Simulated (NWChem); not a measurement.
The numbers come from NWChem runs, not from measurements. System: arsine (H3As), charge 0, spin multiplicity 1, at a geometry optimised with PBE/def2-SVP. Level: TD-PBE/def2-SVPD.

Input file:

```
start mol
memory heap 200 mb stack 900 mb global 1100 mb
geometry units angstroms nocenter noautoz
  As     0.001045     0.072646     0.000000
  H     -0.646503    -0.789985     1.099992
  H     -0.646503    -0.789985    -1.099992
  H      1.258535    -0.817363     0.000000
  symmetry group Cs
end
basis spherical
  * library def2-svpd
end
dft
  xc xpbe96 cpbe96
  semidirect memsize 60000000 filesize 0
  iterations 100
end
tddft
  rpa
  nroots 8
  notriplet
  thresh 1e-4
end
task tddft energy
```

NWChem printed:

```
             Northwest Computational Chemistry Package (NWChem) 7.3.0
             --------------------------------------------------------

                                NWChem Input Module
                                -------------------

 Scaling coordinates for geometry "geometry" by  1.889725989
 (inverse scale =  0.529177249)

 Turning off AUTOSYM since
 SYMMETRY directive was detected!

                             Geometry "geometry" -> ""
                             -------------------------

 Output coordinates in angstroms (scale by  1.889725989 to convert to a.u.)

  No.       Tag          Charge          X              Y              Z
 ---- ---------------- ---------- -------------- -------------- --------------
    1 As                  33.0000     0.00104500     0.07264600     0.00000000
    2 H                    1.0000    -0.64650300    -0.78998500     1.09999200
    3 H                    1.0000    -0.64650300    -0.78998500    -1.09999200
    4 H                    1.0000     1.25853500    -0.81736300     0.00000000

 Effective nuclear repulsion energy (a.u.)      34.7270960478

            Nuclear Dipole moment (a.u.)
            ----------------------------
        X                 Y               Z
 ---------------- ---------------- ----------------
     0.0000264562    -0.0000283459     0.0000000000

      Symmetry information
      --------------------

 Group name             Cs
 Group number              2
 Group order               2
 No. of unique centers     3

      Symmetry unique atoms

     1    2    4


 Summary of "ao basis" -> "" (spherical)
 ------------------------------------------------------------------------------
       Tag                 Description            Shells   Functions and Types
 ---------------- ------------------------------  ------  ---------------------
 *                         def2-svpd                  on all atoms

  pbe96 is a nonlocal functional; adding pw91lda local functional.

                                 NWChem DFT Module
                                 -----------------

 Summary of "ao basis" -> "ao basis" (spherical)
 ------------------------------------------------------------------------------
       Tag                 Description            Shells   Functions and Types
 ---------------- ------------------------------  ------  ---------------------
 As                        def2-svpd                14       38   6s4p4d
 H                         def2-svpd                 4        8   2s2p

 Summary of "ao basis" -> "ao basis" (spherical)
 ------------------------------------------------------------------------------
       Tag                 Description            Shells   Functions and Types
 ---------------- ------------------------------  ------  ---------------------
 As                        def2-svpd                14       38   6s4p4d
 H                         def2-svpd                 4        8   2s2p

      Symmetry analysis of basis
      --------------------------

        a'         40
        a"         22

            General Information
            -------------------
          SCF calculation type: DFT
          Wavefunction type:  closed shell.
          No. of atoms     :     4
          No. of electrons :    36
           Alpha electrons :    18
            Beta electrons :    18
          Charge           :     0
          Spin multiplicity:     1
          Use of symmetry is: off; symmetry adaption is: on
          Maximum number of iterations: 100
[...]
     Occ.   17  a"  ---  Virt.   19  a"   0.15232 X
     Occ.   18  a'  ---  Virt.   20  a'  -0.96133 X
     Occ.   18  a'  ---  Virt.   22  a'   0.10660 X
     Occ.   18  a'  ---  Virt.   30  a'  -0.05297 X
  ----------------------------------------------------------------------------
  Root   4 singlet a"             0.313215622 a.u.                8.5230 eV
  ----------------------------------------------------------------------------
     Transition Moments    X -0.00000   Y  0.00000   Z -0.00005
     Transition Moments   XX -0.00000  XY -0.00000  XZ  0.00007
     Transition Moments   YY -0.00000  YZ  0.00003  ZZ  0.00000
     Dipole Oscillator Strength                    0.0000000005
     Electric Quadrupole                           0.0000000000
     Magnetic Dipole                               0.0000026660
     Total Oscillator Strength                     0.0000026665

          sigma_e =   1.9653 Angstrom
          sigma_h =   1.4674 Angstrom
         |d_h->e| =   0.3777 Angstrom
            d_exc =   2.4965 Angstrom
            d_CD1 =   0.8757 Angstrom
            d_CD2 =  -1.3386 Angstrom
            d_CD3 =   2.8743 Angstrom
     Pearson C.C. =  -0.0129

     Occ.   16  a'  ---  Virt.   19  a"  -0.70704 X
     Occ.   17  a"  ---  Virt.   20  a'   0.70700 X
  ----------------------------------------------------------------------------
  Root   5 singlet a"             0.319979754 a.u.                8.7071 eV
  ----------------------------------------------------------------------------
     Transition Moments    X -0.00007   Y  0.00000   Z -0.52934
     Transition Moments   XX -0.00012  XY  0.00003  XZ  0.85072
     Transition Moments   YY -0.00000  YZ  0.21882  ZZ  0.00012
     Dipole Oscillator Strength                    0.0597718520
     Electric Quadrupole                           0.0000001346
     Magnetic Dipole                               0.0000001602
     Total Oscillator Strength                     0.0597721468

          sigma_e =   2.5058 Angstrom
          sigma_h =   1.4363 Angstrom
         |d_h->e| =   0.4678 Angstrom
            d_exc =   2.9478 Angstrom
            d_CD1 =   1.5373 Angstrom
            d_CD2 =  -1.5032 Angstrom
            d_CD3 =   3.4156 Angstrom
     Pearson C.C. =  -0.0178

     Occ.   16  a'  ---  Virt.   19  a"  -0.31520 X
     Occ.   17  a"  ---  Virt.   20  a'  -0.31503 X
     Occ.   17  a"  ---  Virt.   21  a'   0.89173 X
     Occ.   18  a'  ---  Virt.   23  a"   0.05200 X
  ----------------------------------------------------------------------------
  Root   6 singlet a'             0.319979955 a.u.                8.7071 eV
  ----------------------------------------------------------------------------
     Transition Moments    X  0.52923   Y -0.00761   Z -0.00007
     Transition Moments   XX  0.84066  XY -0.24304  XZ  0.00012
     Transition Moments   YY  0.00681  YZ  0.00003  ZZ -0.84749
     Dipole Oscillator Strength                    0.0597597491
     Electric Quadrupole                           0.0000001346
     Magnetic Dipole                               0.0000001602
     Total Oscillator Strength                     0.0597600439

          sigma_e =   2.5058 Angstrom
          sigma_h =   1.4364 Angstrom
         |d_h->e| =   0.4678 Angstrom
            d_exc =   2.9477 Angstrom
            d_CD1 =   1.5372 Angstrom
            d_CD2 =  -1.5033 Angstrom
            d_CD3 =   3.4155 Angstrom
     Pearson C.C. =  -0.0178

     Occ.   16  a'  ---  Virt.   20  a'  -0.31553 X
     Occ.   16  a'  ---  Virt.   21  a'  -0.89152 X
     Occ.   17  a"  ---  Virt.   19  a"   0.31528 X
     Occ.   18  a'  ---  Virt.   22  a'  -0.05202 X
  ----------------------------------------------------------------------------
  Root   7 singlet a"             0.336859384 a.u.                9.1664 eV
  ----------------------------------------------------------------------------
     Transition Moments    X -0.00007   Y  0.00000   Z  0.40026
     Transition Moments   XX -0.00007  XY  0.00021  XZ -0.41241
     Transition Moments   YY -0.00001  YZ -1.13671  ZZ  0.00007
     Dipole Oscillator Strength                    0.0359780066
     Electric Quadrupole                           0.0000002976
     Magnetic Dipole                               0.0000000016
     Total Oscillator Strength                     0.0359783058

          sigma_e =   2.2948 Angstrom
          sigma_h =   1.5004 Angstrom
         |d_h->e| =   0.0777 Angstrom
            d_exc =   2.7670 Angstrom
            d_CD1 =   0.8721 Angstrom
            d_CD2 =  -1.8199 Angstrom
            d_CD3 =   2.8447 Angstrom
     Pearson C.C. =  -0.0193

     Occ.   16  a'  ---  Virt.   19  a"  -0.38866 X
     Occ.   17  a"  ---  Virt.   20  a'  -0.38874 X
     Occ.   17  a"  ---  Virt.   21  a'  -0.32076 X
     Occ.   18  a'  ---  Virt.   19  a"  -0.06094 X
     Occ.   18  a'  ---  Virt.   23  a"   0.76158 X
  ----------------------------------------------------------------------------
  Root   8 singlet a'             0.336859608 a.u.                9.1664 eV
  ----------------------------------------------------------------------------
     Transition Moments    X  0.40021   Y -0.00573   Z  0.00007
     Transition Moments   XX  0.36306  XY -1.14767  XZ -0.00007
     Transition Moments   YY  0.03286  YZ -0.00020  ZZ -0.39606
     Dipole Oscillator Strength                    0.0359775116
     Electric Quadrupole                           0.0000002976
     Magnetic Dipole                               0.0000000016
     Total Oscillator Strength                     0.0359778108

          sigma_e =   2.2949 Angstrom
          sigma_h =   1.5004 Angstrom
         |d_h->e| =   0.0777 Angstrom
            d_exc =   2.7670 Angstrom
            d_CD1 =   0.8722 Angstrom
            d_CD2 =  -1.8199 Angstrom
            d_CD3 =   2.8447 Angstrom
     Pearson C.C. =  -0.0193

     Occ.   16  a'  ---  Virt.   20  a'   0.38848 X
     Occ.   16  a'  ---  Virt.   21  a'  -0.32103 X
     Occ.   17  a"  ---  Virt.   19  a"  -0.38868 X
     Occ.   18  a'  ---  Virt.   20  a'  -0.06093 X
     Occ.   18  a'  ---  Virt.   22  a'   0.76158 X

              Target root =      1
          Target symmetry = none
      Ground state energy =  -2237.040288926673
        Excitation energy =      0.243402919922
     Excited state energy =  -2236.796886006751

  stored tddft:energy   -2236.7968860067508

 Task  times  cpu:       39.0s     wall:       39.0s

 Total times  cpu:       39.1s     wall:       39.1s
```
